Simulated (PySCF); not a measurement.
**C₆ coefficients of unlike pairs at PBE0**

Calculated with PySCF 2.14 from the dipole response of each species, C₆(A,B) = (3/π) ∫ α_A(iu) α_B(iu) du, in atomic units, from isotropic polarisabilities. For ions this is the dispersion term alone; charge-induced terms of lower order in 1/R come first.

```
species      configuration                                                                        basis     relativity  α (bohr³)  C₆ (like pair)
     F⁻          [Ne] (1S)  aug-cc-pVTZ with one added diffuse shell each of s, p, d, f type (6s5p4d3f)           none      17.14           70.87
   Co²⁺      [Ar] 3d7 (4F)                                               aug-cc-pwCVTZ-DK (10s9p7d4f3g)  spin-free X2C      3.436           9.846
     Be      [He] 2s2 (1S)                                                         dyall-av2z (11s7p2d)           none      43.11           259.9
     Al  [Ne] 3s2 3p1 (2P)                                                     aug-cc-pV(D+d)Z (5s4p3d)           none      60.87           548.5
```

Problem. Estimate C₆ for Be with Co²⁺.

Solution. The integral gives 35.10. The combination rule 2 C_A C_B / (C_A α_B/α_A + C_B α_A/α_B) gives 35.48 and the geometric mean 50.59.

No spin-orbit coupling is included.

The other pairs:

```csv
pair,C₆
"Be, F⁻",127.2
"Co²⁺, F⁻",23.48
"Al, Be",377.1
"Al, F⁻",187.7
"Al, Co²⁺",52.98
```
